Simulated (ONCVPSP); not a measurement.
iron, ONCV: configuration errors across variants

* Element: Fe (Z = 26)
* Generator: ONCVPSP 4.0.1
* Type: optimised norm-conserving Vanderbilt (ONCV)
* Functional: PBE
* Relativity: scalar-relativistic
* Frozen core: [Ne]
* Valence charge: 16
* Reference configuration: 3s2 3p6 3d6 (charge +2)
* Partial waves: 3s: rc 1.10 bohr, ncon 4, nbas 8, qcut 14.2 1/bohr, 1 projector; 3p: rc 0.90 bohr, ncon 4, nbas 7, qcut 11 1/bohr, 2 projectors, debl 0.8 Ha; 3d: rc 1.85 bohr, ncon 4, nbas 8, qcut 9.2 1/bohr, 2 projectors, debl 1.2 Ha
* Local potential: polynomial inside 0.60 bohr (lpopt 5, dvloc0 2 Ha)
* Core correction: Teter function, fcfact 5.75, rcfact 1.15

In the p channel the program set the typed energies aside and used -2.885, 0.250 Ha.

All-electron excitation energies from the reference (eV): (1) 3s2 3p6 3d6 4s2 -24.932; (2) 3s2 3p6 3d6 4s1 -16.203; (3) 3s2 3p6 3d5 34.223; (4) 3s2 3p6 3d6 4s1 4p1 -20.827.

1 further variants failed, have other tests or too few solved ones, and are left out.

Errors AE − PS in meV (a dash: test not solved or not reliable):

| change | (1) | (2) | (3) | (4) | bound ghosts | GHOST(+) flags above zero |
| --- | --- | --- | --- | --- | --- | --- |
| base | +454 | +299 | +152 | +253 | none | s |
| p: nbas 9 | +454 | +299 | +152 | +253 | none | s |
| s: qcut 15.5 | +307 | +199 | +152 | +170 | none | s |
| d: rc 2.06 | +449 | +294 | +218 | +249 | none | s |
| local potential polynomial inside 0.75 bohr (lpopt 5, dvloc0 1 Ha) | +251 | +162 | +152 | +139 | none | none |
| core correction Teter function, fcfact 7.9, rcfact 1.15 | +454 | +299 | +152 | +253 | none | s |

Give the same row for: d: rc 2.5.

+414, +280, +378, +227; bound ghosts: none; GHOST(+) flags above zero: s.
